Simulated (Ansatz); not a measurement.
GaSi₄. Total charge 0; doublet. Geometry B3LYP-D4/def2-SVP.

```xyz
5

Ga   -0.0050   -0.0018   -0.0037
Si    0.8870   -0.6034   -2.2011
Si   -2.0799    0.2547    1.2680
Si    1.8251   -1.5619   -0.4480
Si   -0.6272    1.9124    1.3849
```

B3LYP takes the VWN-RPA correlation. At PBE-D4/def2-TZVP the gap within one spin of the charge 0 doublet nearly closes, so an electron or hole may be smeared out by delocalisation error. Another isomer (doublet) lies 2.06 eV lower at PBE0-D4/def2-TZVP; other spin states weren't run for this one.

Question: Estimate the α-spin orbital energies around the gap (eV) in Ansatz with PBE-D4/def2-TZVP, r2SCAN-D4/def2-TZVP, B3LYP-D4/def2-TZVP, PBE0-D4/def2-TZVP, BHLYP-D4/def2-TZVP.

Answer: 
```tsv
orbital	PBE-D4/def2-TZVP	r2SCAN-D4/def2-TZVP	B3LYP-D4/def2-TZVP	PBE0-D4/def2-TZVP	BHLYP-D4/def2-TZVP
HOMO−9	-14.19	-14.80	-15.65	-16.39	-18.11
HOMO−8	-13.53	-14.12	-14.93	-15.06	-16.57
HOMO−7	-9.42	-9.76	-10.42	-11.38	-12.54
HOMO−6	-9.41	-9.76	-10.41	-10.25	-11.15
HOMO−5	-9.12	-9.41	-10.00	-10.05	-11.01
HOMO−4	-6.55	-6.80	-7.11	-7.51	-8.33
HOMO−3	-5.83	-6.04	-6.32	-7.20	-7.80
HOMO−2	-5.83	-6.04	-6.31	-6.91	-7.46
HOMO−1	-5.58	-5.83	-6.31	-6.26	-6.62
HOMO	-5.50	-5.76	-6.23	-5.73	-6.41
LUMO	-3.92	-3.95	-3.38	-3.57	-2.77
LUMO+1	-3.91	-3.94	-3.37	-3.07	-2.17
LUMO+2	-2.78	-2.71	-2.17	-2.40	-1.52
LUMO+3	-2.50	-2.42	-1.85	-1.41	-0.42
LUMO+4	-1.78	-1.54	-1.20	-1.02	-0.14
LUMO+5	-0.15	0.10	0.53	0.27	1.14
β HOMO	-5.10	-5.18	-5.50	-5.68	-6.41
β LUMO	-4.98	-5.03	-4.68	-4.47	-3.58
```
